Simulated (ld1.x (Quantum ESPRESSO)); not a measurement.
# Co, TM semilocal: configuration errors across variants

- Element: Co
- Generator: ld1.x (Quantum ESPRESSO) 7.5
- Type: norm-conserving Troullier–Martins (semilocal form)
- Functional: LDA (PZ)
- Relativity: scalar-relativistic
- Frozen core: [Ne]
- Valence charge: 17
- Reference configuration: 3s2 3p6 3d7 4s2 4p0
- Partial waves: 3p (bound): rc 1.35 bohr; 3d (bound): rc 1.50 bohr; 3s (bound): rc 0.85 bohr
- Local potential: the s channel
- Core correction: none

Occupied shells without a wave of their own: 4s. They enter only through the test configuration that unscreens the potential.

All-electron excitation energies from the reference (eV): (1) 3s2 3p6 3d7 4s1 4p0 9.296; (2) 3s2 3p6 3d7 4s0 4p0 26.380; (3) 3s2 3p6 3d6 4s0 4p0 62.569; (4) 3s2 3p6 3d6 4s2 4p0 15.460; (5) 3s1 3p6 3d7 4s2 4p0 109.991; (6) 3s2 3p6 3d7 4s1.5 4p0 3.721; (7) 3s2 3p6 3d6 4s2 4p1 9.772; (8) 3s2 3p6 3d7 4s2 4p0 spin -1.983; (9) 3s2 3p6 3d7 4s1 4p0 spin 6.717.

Spin tests fill each open shell by Hund’s rule, majority spin first.

In the semilocal form every listed channel keeps its own potential, so the choice of the local channel does not act on these tests. It acts once the file is put into the separable form.

A semilocal file is local in each channel, so a ghost entry of none says nothing of the separable form that plane-wave codes build from it.

For the base: The 4s level has no wave, so the channel is fitted at the deeper level alone: the likely source of the large errors.

3 further variants failed, have other tests or another functional or relativity, and are left out.

Errors AE − PS in meV (a dash: test not solved or not reliable):

```tsv
change	(1)	(2)	(3)	(4)	(5)	(6)	(7)	(8)	(9)	bound ghosts
base	-110	-279	-492	-5.0	-217	-48	+18	+160	+61	none
wave 3d (bound): rc 1.50 bohr becomes 3d (bound): rc 1.44 bohr	-111	-280	-480	-4.8	-168	-49	+17	+173	+75	none
local potential the d channel	-110	-278	-491	-5.1	-217	-48	+18	+160	+61	none
all radii scaled by about 0.88 (s 0.74, p 1.18, d 1.32 bohr)	-63	-158	-279	-4.7	-109	-28	+35	+192	+140	none
wave 3s (bound): rc 0.85 bohr becomes 3s (bound): rc 0.94 bohr	-210	-534	-877	-0.9	-219	-92	+26	+162	-32	none
type RRKJ, which also changes the form from semilocal to separable; rho0 0.02	-110	-275	-439	+45	-300	-48	+51	+143	+35	none
wave 3p (bound): rc 1.35 bohr becomes 3p (bound): rc 1.52 bohr	-110	-279	-495	-7.6	-224	-49	-73	+158	+59	none
```

Question: Give the same row for: form changed from semilocal to separable (Kleinman–Bylander), still TM; local potential the p channel.

Answer: -112, -284, -452, +27, -145, -49, +48, +163, +61; bound ghosts: none.
